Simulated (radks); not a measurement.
Q: The mean radii <r> (bohr) of the occupied orbitals of an atom or ion are listed with their occupations. Method: scalar-relativistic Kohn-Sham, SCAN, spin-unpolarised, spherical densities, finite nucleus; meta-GGA in the generalised Kohn-Sham scheme; Fermi nuclear charge, rms radius of each element as measured or else 0.836 A^(1/3) + 0.57 fm; computed with a radial shooting solver on a logarithmic mesh with Libxc functionals.

orbital  occ.      <r>
1s          2  0.01605
2s          2  0.06758
2p          6  0.06143
3s          2   0.1744
3p          6   0.1764
3d         10   0.1600
4s          2   0.3832
4p          6   0.4081
4d         10   0.4284
5s          2   0.8418
4f         13   0.4464
5p          6   0.9537
5d          9    1.217
6s          2    2.131
6p          4    2.860

Name the element and its charge.

A: Z = 82, lead, charge 0: Pb in [Xe] 4f13 5d9 6s2 6p4. The 1s radius gives Z: for a bare nucleus <r> = (2 gamma + 1)/(2Z) with gamma = sqrt(1 - (Z/c)^2), 0.01587 bohr for Z = 82, and screening makes it slightly larger (0.01605 here). The occupations add up to 82, and the charge is Z minus that.
